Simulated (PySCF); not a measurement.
## Bonding in `COCP(CC#N)COC`

C6H12NO2P.
SMILES with atom numbers: `[CH3:1][O:2][CH2:3][P:4]([CH2:5][C:6]#[N:7])[CH2:8][O:9][CH3:10]` (hydrogens: H11, H12, H13 on C1; H14, H15 on C3; H16, H17 on C5; H18, H19 on C8; H20, H21, H22 on C10)

Geometry (GFN2-xTB, Å), atoms numbered from 1 in this order:
```
atom  x, y, z in Å
C1     3.4565   -0.8775   -0.4822
O2     2.4324    0.0762   -0.6032
C3     1.1613   -0.4907   -0.8065
P4     0.0628    0.9778   -1.1351
C5     0.2225    1.7231    0.5793
C6    -0.7590    2.7476    0.7626
N7    -1.5662    3.5467    0.9020
C8    -1.5854    0.1346   -0.8691
O9    -1.5629   -0.6061    0.3244
C10   -2.8120   -1.1667    0.6427
H11    4.3831   -0.3248   -0.3408
H12    3.5327   -1.4935   -1.3861
H13    3.2859   -1.5353    0.3791
H14    1.1575   -1.1516   -1.6879
H15    0.8303   -1.0703    0.0686
H16    0.0789    0.9363    1.3260
H17    1.2277    2.1445    0.6616
H18   -2.3604    0.9164   -0.8359
H19   -1.7988   -0.5138   -1.7341
H20   -3.1457   -1.8572   -0.1413
H21   -2.6813   -1.7101    1.5765
H22   -3.5705   -0.3862    0.7744
```

Bond orders from the PBE0/pcSseg-1 density (PySCF). The structure is a single GFN2-xTB conformer in the gas phase; no vibrational or solvent corrections.

Where do the orders between heavy atoms depart from those drawn in the SMILES?

The largest departure is 0.101, at O2–C3 (drawn single, 0.899) and C8–O9 (drawn single, 0.902).

Give the Mayer order of every bond between heavy atoms, beside its length.

```tsv
bond	drawn as	length (Å)	Mayer order
C1–O2	single	1.405	0.925
O2–C3	single	1.407	0.899
C3–P4	single	1.863	0.947
P4–C5	single	1.876	0.919
C5–C6	single	1.431	1.028
C6–N7	triple	1.144	3.049
P4–C8	single	1.870	0.956
C8–O9	single	1.405	0.902
O9–C10	single	1.406	0.918
```

Bonds between the same two heavy elements. C–O: lowest O2–C3 and C8–O9 (0.899, 1.407 Å), highest C1–O2 (0.925, 1.405 Å). C–P: lowest P4–C5 (0.919, 1.876 Å), highest P4–C8 (0.956, 1.870 Å). Bonds named together lie within 0.004.

And the bonds to hydrogen?

C–H: 0.90 to 0.97 (12 bonds).

Sum the orders of all bonds at each heavy atom with more than one neighbour and set the sums beside the valence in the SMILES.

C1 3.817 (drawn 4), O2 1.824 (drawn 2), C3 3.698 (drawn 4), P4 2.822 (drawn 3), C5 3.756 (drawn 4), C6 4.077 (drawn 4), C8 3.717 (drawn 4), O9 1.820 (drawn 2), C10 3.811 (drawn 4). Orders between atoms that aren't bonded are not in these sums.

The Mayer order sums products of elements of PS (density times overlap matrix) between the two atoms' basis functions, so it depends on the basis set.
